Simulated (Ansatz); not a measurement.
```yaml
crystal:
  periodic: [false, false, false]
  atoms:
    - {symbol: Be, position_ang: [0.112769, 0.124895, 0.200076]}
    - {symbol: Be, position_ang: [1.122657, -1.312783, -1.104126]}
    - {symbol: Be, position_ang: [-1.520308, 1.269232, 1.183527]}
basis:
  gaussian: {orbitals: 6-31G}
total_charge: 1
magnetization: {spin_polarized: false, initial_magnetization: 1}
hamiltonian: {xc: {name: wB97X}}
scf: {omitted_lower_state_checks: [starts]}
```

```sh
$ ansatz run in.yaml --threads 4 --pin off --events-out ev --progress --plain --max-ram 3916MiB
```

Shortened log:

```
Functional definition: wB97X
375 factors; integrals over basis functions are off by at most 2.2e-4 eV
138 factors; integrals over basis functions are off by at most 3.6e-5 eV
mean field evaluation 1: about -1190.8572 eV, gradient 4.7e0 eV
mean field evaluation 2: about -1190.8642 eV, gradient 4.7e0 eV
mean field evaluation 4: about -1191.2279 eV, gradient 4.7e-1 eV
mean field evaluation 8: about -1191.2301 eV, gradient 4.1e-2 eV
mean field evaluation 16: about -1191.1668 eV, gradient 1.3e0 eV
mean field -1191.23999374 eV, -43.7772623186 hartree, gradient 2.3e-5 eV, S^2 0.750000; 0 other end points of the search recorded, 0 dependent functions left out
reference -1191.23997424 eV, -43.7772616017 hartree; 6, 5 occupied and 21, 22 virtual orbitals, 375 factors
Total energy: -1191.23997424 eV, -43.7772616017 hartree
Checks for a lower state left out: starts
```

It took 1 s on 4 threads of Arm Neoverse V1 on a shared host.

With spin_polarized false and unpaired electrons the run is restricted open-shell.
